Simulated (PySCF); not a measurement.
Gas-phase reaction: 3 GeH₂Cl₂ → GeH₂ + 2 H + 2 GeHCl₃

Method: PySCF energies plus ideal-gas RRHO corrections (1 bar). † marks an energy on the PBE0/def2-TZVP geometry and frequencies; other levels use their own. MP2 freezes the core. 6-31G* has spherical d functions here. Open shells (unrestricted): H (multiplicity 2); the rest are closed-shell singlets. B3LYP is the form with VWN-RPA correlation. Ge: all electrons, no relativistic terms. GeH₂: computed as isolated molecules; such fragments, hydroxides, amides, oligomers or adducts are transient or little studied in the gas. MP2 isn't extrapolated to the basis-set limit; its ΔH°(298 K) is 571.8 kJ in def2-SVP and 597.0 kJ in def2-TZVPP. The harmonic model lacks anharmonicity and excited electronic states, which grow with temperature; levels with a mode under 35 cm⁻¹ are left out.

```csv
level,"ΔE electronic, kJ","ΔH°(298 K), kJ","ΔS°(298 K), J/K","ΔG°(1400 K), kJ"
B3LYP/def2-TZVP†,638,599,206,287
BLYP/def2-TZVP†,618,579,206,267
HF/6-31G*,549,506,206,193
MP2/def2-SVP†,611,572,206,260
MP2/def2-TZVPP†,636,597,206,285
PBE/def2-TZVP†,622,583,206,271
PBE0/def2-SVP†,633,594,206,282
PBE0/def2-TZVP,636,597,206,285
r2SCAN/def2-TZVP†,650,610,206,298
```
ΔH° is lowest at HF/6-31G* and highest at r2SCAN/def2-TZVP†. No reference value is set beside these.
